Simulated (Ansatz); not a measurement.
Q: Name a neutral molecule of C, O, Si, Ti and H with HOMO–LUMO gap (PBE0/def2-TZVPP) between 6.80 and 7.10 eV and HOMO energy (PBE0/def2-TZVPP) between -7.95 and -7.65 eV (Ansatz, PBE0-D4/def2-TZVP geometry).

A: `C[O][Ti]([O]C)([O]C)[O][Si](O)(O)O` (6.83 eV, -7.73 eV). Other molecules can fit too; these were computed, each in one conformer that needn't be the lowest.
